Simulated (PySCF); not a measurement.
# Reading the logs of faulty runs: AlB2H6 anion

All numbers below are calculated, not measured. They come from PySCF 2.14.0, an open-source quantum chemistry program, on an isolated molecule that a program drew, which may never have been made. The molecule is AlB2H6 anion (charge -1, singlet), drawn as the SMILES string `[BH2][AlH2-][BH2]`.

Each row is a Hartree-Fock (HF) and frozen-core CCSD(T) single point in the aug-cc-pV(D+d)Z basis, meant for a local HF minimum. Run 1 is clean. Each other run has one planted mistake out of seven kinds, and not every kind appears here: one electron removed, one electron added, multiplicity raised by two, geometry at a saddle point, minimal basis STO-3G, one bond length entered in bohr, all coordinates scaled. The reference is restricted for singlets and unrestricted otherwise, and also for a bond in bohr. Adding or removing an electron swaps singlet and doublet. Electrons count all cores. HOMO and LUMO are orbital energies over both spins, the gradient is its largest component, and the lowest frequency (negative if imaginary) is given only where the gradient is small. Bond lengths are over the 8 bonds as drawn. T1 is the CCSD diagnostic: over 0.02 (restricted) or 0.045 (unrestricted) a single reference is doubtful.

Geometry of the clean run:
```xyz
9
AlB2H6 anion, angstrom
B     1.9392    2.2200   -0.0392
Al    0.2380    1.3568    1.0782
B    -1.0229    0.4227   -0.4792
H     2.9718    1.6236   -0.3053
H     1.9569    3.3428   -0.5207
H     0.7567    0.2350    2.1727
H    -0.5952    2.5312    1.8857
H    -0.9042   -0.7273   -0.8745
H    -1.9021    1.0005   -1.1004
```

| run | electrons | basis functions | <S^2> | HOMO (eV) | LUMO (eV) | gradient (hartree/bohr) | lowest frequency (cm^-1) | mean bond (Å) | longest bond (Å) | T1 | HF (hartree) | CCSD(T) (hartree) | mistake |
|---|---|---|---|---|---|---|---|---|---|---|---|---|---|
| 1 | 30 | 132 | 0.000 | -4.10 | 3.20 | 2.6e-05 | 59 | 1.5763 | 2.211 | 0.0174 | -294.70491 | -295.04649 | no fault |
| 2 | 30 | 25 | 0.000 | -0.63 | 12.65 | 3.7e-02 | - | 1.5763 | 2.211 | 0.0116 | -291.00580 | -291.15331 | minimal basis STO-3G |
| 3 | 30 | 132 | 2.111 | -2.57 | 3.15 | 4.1e-02 | - | 1.5763 | 2.211 | 0.0359 | -294.65395 | -294.98324 | multiplicity raised by two |
| 4 | 30 | 132 | 0.000 | -3.97 | 3.20 | 3.2e-02 | - | 1.4912 | 2.091 | 0.0197 | -294.68744 | -295.02992 | ? |

**Which mistake was planted in run 4, and what did it cost?**

The mean and the longest bond both change by the same factor, 0.946, and the gradient is no longer small. So the mistake is: all coordinates scaled. Subtracting run 1 and multiplying by 627.51 kcal/mol a hartree, the energy moved by 11.0 kcal/mol in HF and 10.4 kcal/mol in CCSD(T).

